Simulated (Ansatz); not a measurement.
Total energies of `[F][Ti]12345678([Cl])([C@H]9[C@@H]1[C@@H]2[C@@H]3[C@H]94)[C@H]1[C@@H]5[C@@H]6[C@@H]7[C@H]18`.

```xyz
23

F    -1.906    0.412    1.150
Ti   -0.605   -0.051   -0.027
Cl   -1.990   -0.922   -1.680
C    -0.357   -1.627    1.779
C     0.857   -0.937    1.598
C     1.384   -1.312    0.336
C     0.466   -2.171   -0.276
C    -0.618   -2.364    0.621
C     1.054    1.640   -0.009
C    -0.166    2.275    0.278
C    -0.995    2.163   -0.854
C    -0.275    1.481   -1.853
C     0.984    1.140   -1.334
H    -1.029   -1.508    2.614
H     1.318   -0.269    2.310
H     2.318   -0.976   -0.085
H     0.541   -2.586   -1.269
H    -1.511   -2.930    0.414
H     1.897    1.554    0.659
H    -0.452    2.696    1.230
H    -2.024    2.479   -0.920
H    -0.651    1.210   -2.826
H     1.759    0.602   -1.857
```

The species carries charge 0 and has multiplicity 1. Correlated methods include outer-core shells of Ti, which these sets cover unevenly. Scalar relativity is left out up to krypton. The geometry is a stationary point of PBE0-D4/def2-TZVP. Basis def2-TZVPP, the Gaussian-basis code of Ansatz.

RPA on PBE orbitals: Hartree–Fock energy of these orbitals -1791.98183 Eh, correlation -3.93570 Eh (frozen core).

```tsv
functional	energy without D4 (Eh)	D4 term (kJ/mol)
LDA (SPW92)	-1789.28886	–
PBE	-1795.96765	-83.0
B97M-V	-1796.64405	–
B3LYP	-1796.98460	-132.0
r2SCAN0	-1796.55960	-26.8
BHLYP	-1796.61874	-102.6
CAM-B3LYP	-1796.74464	-73.7
LC-ωPBE	-1796.31464	–
B2PLYP	-1796.28326	–
PBE-QIDH	-1795.80239	–
```

**Question.** Give the same for revPBE, BLYP, r2SCAN, PBE0, r2SCANh, HSE06 (plane-wave form), ωB97X-V, ωB97M-V. (Best estimate.)

**Answer.** Ansatz gave: 
```
             functional  energy without D4 (Eh)  D4 term (kJ/mol)
                 revPBE             -1796.63726            -232.4
                   BLYP             -1796.79371            -176.1
                 r2SCAN             -1796.66111             -23.0
                   PBE0             -1796.05113             -71.9
                r2SCANh             -1796.61877             -24.4
HSE06 (plane-wave form)             -1796.00876             -67.4
                ωB97X-V             -1796.63082                 –
                ωB97M-V             -1796.70607                 –
```

B3LYP takes the VWN-RPA correlation (the form of Gaussian; ORCA's B3LYP/G). HSE06 is the plane-wave form, built on full-range PBE exchange. The double hybrids freeze the cores in their second-order part.

LC-ωPBE has ω = 0.4 bohr⁻¹.
